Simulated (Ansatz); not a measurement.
Cost and result up the ladder for C₁₈H₂₂, a cluster (40 atoms). Charge 0, multiplicity 1. Geometry: PBE-D4/def2-SVP.

```
atom   x (Å)   y (Å)   z (Å)
  C1  -0.127  -6.217   2.522
  C2  -1.359  -5.851   1.679
  C3  -1.292  -4.444   1.130
  C4  -0.685  -4.175  -0.113
  C5  -0.580  -2.865  -0.600
  C6  -1.078  -1.773   0.137
  C7  -0.921  -0.358  -0.364
  C8   0.404   0.297   0.099
  C9   0.559   1.713  -0.403
 C10   0.051   2.804   0.329
 C11   0.141   4.112  -0.165
 C12   0.739   4.380  -1.413
 C13   0.887   5.797  -1.919
 C14   2.198   6.456  -1.463
 C15   1.247   3.288  -2.145
 C16   1.157   1.980  -1.651
 C17  -1.684  -2.041   1.381
 C18  -1.789  -3.351   1.867
 H19   0.803  -6.141   1.922
 H20  -0.198  -7.252   2.914
 H21  -0.018  -5.531   3.387
 H22  -1.458  -6.571   0.839
 H23  -2.275  -5.964   2.296
 H24  -0.295  -5.013  -0.715
 H25  -0.109  -2.685  -1.580
 H26  -1.768   0.269  -0.014
 H27  -0.956  -0.339  -1.474
 H28   0.440   0.280   1.209
 H29   1.252  -0.328  -0.252
 H30  -0.423   2.623   1.308
 H31  -0.264   4.948   0.430
 H32   0.840   5.799  -3.029
 H33   0.026   6.406  -1.570
 H34   3.077   5.884  -1.822
 H35   2.260   6.494  -0.356
 H36   2.284   7.494  -1.847
 H37   1.721   3.469  -3.123
 H38   1.561   1.144  -2.245
 H39  -2.091  -1.205   1.973
 H40  -2.277  -3.533   2.839
```

Ansatz on 2 threads of AMD EPYC 7R13 on a shared host and a share (18 GiB) of an NVIDIA H100 80GB HBM3. Times are rough, and most runs start from the orbitals of an earlier one. ωB97X-V/def2-TZVP serves as the yardstick here, not as an exact answer. Differences are given only for rows in sets of like size (and for xTB, whose basis is part of the method), since another set adds its own error. Binding counts from free atoms at the same level (C triplet, H doublet; other spins of the atoms weren't run), without zero-point energy or a counterpoise term.

Correlated methods freeze 18 core orbitals. Single mean-field runs in def2-TZVP are fitted with def2-universal-jkfit.

Correlated methods converge slowly with the basis.

```json
{"level": "PBE-D4/def2-SVP", "functions": "362", "wall time": "2.5 s", "binding energy per atom (eV)": "4.97", "difference from ωB97X-V/def2-TZVP (eV)": "–", "remarks": "–"}
{"level": "PBE0-D4/def2-SVP", "functions": "362", "wall time": "3.5 s", "binding energy per atom (eV)": "4.89", "difference from ωB97X-V/def2-TZVP (eV)": "–", "remarks": "–"}
{"level": "PBE0-D4/def2-TZVP", "functions": "690", "wall time": "3.7 s", "binding energy per atom (eV)": "4.82", "difference from ωB97X-V/def2-TZVP (eV)": "0.07", "remarks": "–"}
{"level": "r2SCAN-D4/def2-TZVP", "functions": "690", "wall time": "4.8 s", "binding energy per atom (eV)": "4.78", "difference from ωB97X-V/def2-TZVP (eV)": "0.03", "remarks": "–"}
{"level": "PBE-D4/def2-TZVP (with forces)", "functions": "690", "wall time": "4.9 s", "binding energy per atom (eV)": "4.90", "difference from ωB97X-V/def2-TZVP (eV)": "0.15", "remarks": "–"}
{"level": "MP2/def2-TZVP", "functions": "690", "wall time": "5.5 s", "binding energy per atom (eV)": "4.71", "difference from ωB97X-V/def2-TZVP (eV)": "-0.05", "remarks": "restricted SCF unstable"}
{"level": "ωB97X-V/def2-TZVP", "functions": "690", "wall time": "8.1 s", "binding energy per atom (eV)": "4.75", "difference from ωB97X-V/def2-TZVP (eV)": "0.00", "remarks": "–"}
```
